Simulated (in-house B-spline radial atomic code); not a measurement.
## La⁺: [Xe] 5d2

All numbers are computed (Dirac-Kohn-Sham B97-1, spherical fractional occupations, exact exchange averaged over the configuration; Fermi nucleus of rms radius 4.855 fm) with a radial B-spline atomic code at the basis-set limit, not measured.

Z_r = [3n² - l(l+1)]/(2<r>); Z_e = n√(-2ε); the last column is Slater's effective charge. Values are occupation-weighted means over j. An effective charge above Z reflects the relativistic contraction of the inner shells.

```csv
shell,electrons,ε (eV),<r> (bohr),Z_r,Z_e,Slater
1s,2,-38809,0.02507,59.84,53.41,56.70
2s,2,-6202.5,0.107,56.09,42.70,52.85
2p,6,-5570.8,0.094,53.19,40.47,52.85
3s,2,-1339.2,0.2847,47.43,29.76,45.75
3p,6,-1135.1,0.2826,44.24,27.40,45.75
3d,10,-835.5,0.2598,40.41,23.51,35.85
4s,2,-277.41,0.654,36.70,18.06,29.25
4p,6,-210.13,0.6924,33.22,15.72,29.25
4d,10,-110.79,0.7678,27.35,11.41,17.85
5s,2,-44.999,1.568,23.92,9.09,11.25
5p,6,-27.81,1.814,20.12,7.15,11.25
5d,2,-7.9207,2.887,11.95,3.81,2.65
```

The least bound orbital is 5d5/2 at -7.848 eV, and it is also the most diffuse (<r> = 2.907 bohr).

Spin-orbit splittings of the orbital energies (j = l + 1/2 above j = l - 1/2 when positive): 2p 413.3 eV, 3p 80.96 eV, 3d 17.28 eV, 4p 17.31 eV, 4d 3.013 eV, 5p 2.534 eV, 5d 0.181 eV.

For the 1s electron the small component carries 4.44 % of the norm, the zero-frequency Breit interaction raises the level by 103.6 eV, self-energy by 60.27 eV, and vacuum polarisation lowers it by 8.843 eV.
